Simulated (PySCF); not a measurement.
Au₂, SMILES [Au][Au], multiplicity 1.

Coordinates come from a PBE-D3(BJ)/def2-TZVPD optimisation. The multiplicity is an assumed one; other spin states were not compared. The def2 effective core potentials stand for the cores of Au; spin–orbit coupling is left out.

Two levels are set side by side: PBE/def2-TZVPD (PySCF) and B3LYP/def2-TZVPD (PySCF). Same geometry, gas phase. Differences are taken from unrounded values.

```
quantity                       PBE
---------------------------  -----
orbital gap (eV)              2.04
highest occupied level (eV)  -6.33
lowest empty level (eV)      -4.28
mean polarisability (bohr³)   71.8
```

Q: These are the PBE values. What does B3LYP give? (Estimate from the structure and the level; the computed values follow.)

A: 
| quantity | B3LYP | PBE minus B3LYP |
|---|---|---|
| orbital gap (eV) | 3.34 | -1.30 |
| highest occupied level (eV) | -7.05 | 0.72 |
| lowest empty level (eV) | -3.70 | -0.58 |
| mean polarisability (bohr³) | 72.9 | -1.1 |

Without exact exchange PBE keeps part of each electron's self-repulsion, which lifts occupied levels and narrows the gap. Differences between two approximate levels are no errors against the true value.

Rough cost on one machine, each run with all the roots and properties that it gave: B3LYP against PBE within a factor of 2.
